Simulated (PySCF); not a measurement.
BeH6Si2, SMILES [SiH3][Be][SiH3].

Geometry: PBE0-D3(BJ)/def2-TZVP.

Level of theory: PySCF with ωB97X/def2-TZVPD.

Symmetry labels are those of the subgroup C2 that the program uses (full group D3).

Computed valence orbital energies around the gap with their symmetry:
| orbital | symmetry | energy (eV) |
|---|---|---|
| HOMO−7 | A | -17.82 |
| HOMO−6 | B | -17.71 |
| HOMO−5 | A | -12.12 |
| HOMO−4 | B | -12.12 |
| HOMO−3 | B | -12.05 |
| HOMO−2 | A | -12.05 |
| HOMO−1 | A | -11.31 |
| HOMO | B | -9.73 |
| LUMO | A | 0.11 |
| LUMO+1 | B | 0.11 |
| LUMO+2 | A | 1.48 |
| LUMO+3 | B | 1.98 |
